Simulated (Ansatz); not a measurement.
Name a neutral molecule of C, F, Hf, N, O and H with size of the dipole moment (PBE/def2-TZVPP) between 2.05 and 2.35 D and LUMO energy (ωB97M-V/def2-TZVPP) between 0.95 and 1.25 eV (Ansatz, PBE0-D4/def2-TZVP geometry).

`C[N](C)[Hf]([CH3])([OH])[F]` (2.06 D, 1.05 eV); `C[N](C)[Hf]([OH])([F])[CH2]C(C)(C)C` (2.05 D, 1.02 eV). Other molecules can fit too; these were computed, each in one conformer that needn't be the lowest.
